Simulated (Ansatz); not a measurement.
Reactions of `C[SiH](O)Br`.

Isolated molecules relaxed with PBE0-D4/def2-TZVP in Ansatz; ΔE leaves out vibrations. CCSD(T)/CBS adds triple-zeta CCSD(T) − MP2 to the extrapolated MP2 energy (def2 sets, frozen cores). This one scheme is used for every species. Elements past krypton have def2 core potentials. For Br, Ge, In outer-core shells are correlated without core-valence functions, which leaves a few kJ/mol of doubt a bond. Scalar relativity is left out up to krypton. Each species was taken in one conformer, which may not be the lowest.

(1) Order these by ΔE at CCSD(T)/CBS, lowest first. (Best estimate.)
A. `C[SiH](O)Br` + `O[SiH](Cl)[Si](O)(O)O` → `C[SiH](O)[Si](O)(O)O` + `O[SiH](Cl)Br`
B. `C[SiH](O)Br` + `[OH][GeH2][Br]` → `C[SiH](O)[GeH2][OH]` + Br₂
C. `C[SiH](O)Br` + `O[SiH](O)O` → `C[SiH](O)O[SiH](O)O` + HBr
D. `C[SiH](O)Br` + CH₃NH₂ → `CN[SiH](C)O` + HBr
E. `C[SiH](O)Br` + `C=N` → `C=N[SiH](O)Br` + CH₄
F. `C[SiH](O)Br` + `[NH2][InH][Br]` → `C[SiH2]Br` + `[NH2][In]([OH])[Br]`
G. `C[SiH](O)Br` + `C[B-]1(Cl)OC(C(F)(F)F)=CC(C(F)(F)F)=[O+]1` → `C[SiH](C)Br` + `O[B-]1(Cl)OC(C(F)(F)F)=CC(C(F)(F)F)=[O+]1`

Largest T1 diagnostic: 0.015, for `O[B-]1(Cl)OC(C(F)(F)F)=CC(C(F)(F)F)=[O+]1`.

Results:

(1) E (-47.3 kJ/mol), C (-28.1 kJ/mol), G (+4.8 kJ/mol), A (+14.6 kJ/mol), D (+41.8 kJ/mol), F (+78.8 kJ/mol), B (+293.3 kJ/mol).
